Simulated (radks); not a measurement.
Question: The mean radii <r> (bohr) of the occupied orbitals of an atom or ion are listed with their occupations. Calculated with a radial shooting solver on a logarithmic mesh with Libxc functionals: scalar-relativistic Kohn-Sham, PBEsol, spin-polarised, spherical densities, finite nucleus; Fermi nuclear charge, rms radius of each element as measured or else 0.836 A^(1/3) + 0.57 fm.

orbital  occ.      <r>
1s down     1  0.02458
1s up       1  0.02458
2s up       1   0.1053
2s down     1   0.1053
2p up       3  0.09238
2p down     3  0.09238
3s up       1   0.2788
3s down     1   0.2788
3p up       3   0.2768
3p down     3   0.2768
3d up       5   0.2537
3d down     5   0.2536
4s up       1   0.6375
4s down     1   0.6374
4p up       3   0.6750
4p down     3   0.6749
4d up       5   0.7445
4d down     5   0.7443
5s up       1    1.524
5s down     1    1.519
5p up       3    1.774
5p down     3    1.764
4f up       1    1.118
5d up       2    2.799

Name the element and its charge. Open shells, if any, are filled with parallel spins first.

Answer: Z = 58, cerium, charge +1: Ce+ in [Xe] 4f1 5d2. The 1s radius gives Z: for a bare nucleus <r> = (2 gamma + 1)/(2Z) with gamma = sqrt(1 - (Z/c)^2), 0.02424 bohr for Z = 58, and screening makes it slightly larger (0.02458 here). The occupations add up to 57, and the charge is Z minus that.
